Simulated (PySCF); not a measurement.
An unknown gives this computed stick spectrum. Computed with PySCF, TDDFT CAM-B3LYP/def2-SVPD, vertical, gas phase, core orbitals frozen in the response. Geometries: PBE0-D3(BJ)/def2-SVP, one conformer each.

| state | E (eV) | f |
| --- | --- | --- |
| S1 | 3.88 | 0.0005 |
| S2 | 5.59 | 0.350 |
| S3 | 7.12 | 0.0021 |
| S4 | 7.31 | 0.0003 |
| S5 | 7.42 | 0.021 |
| S6 | 7.54 | 0.0016 |

Question: Which candidate is it?
A. `CCc1ccoc1`
B. `O=CC1=CCCC1`
C. `C1C[C@H]2C[C@@H]1C2`

Answer: B. Its S1, at 3.88 eV, is the lowest among the candidates; the nearest of the others has S1 at 6.23 eV. S1 is HOMO-1→LUMO (87%). Löwdin shares by element: HOMO carbon 58% or more, oxygen 12% (atoms not listed hold the other 30%); LUMO carbon 62% or more, oxygen 23% (atoms not listed hold the other 15%). At the same level the other candidates give, for their lowest levels:
- `C1C[C@H]2C[C@@H]1C2`: 8.40 eV (f 0.000); 8.53 eV (f 0.005); 8.62 eV (f 0.074); 8.96 eV (f 0.012); 9.05 eV (f 0.013); T1 8.21 eV; HOMO -9.89, LUMO 1.44 eV
- `CCc1ccoc1`: 6.23 eV (f 0.144); 6.47 eV (f 0.004); 6.85 eV (f 0.005); 7.05 eV (f 0.036); 7.28 eV (f 0.027); T1 4.05 eV; HOMO -7.81, LUMO 1.34 eV
Triplets come from the Tamm–Dancoff approximation.
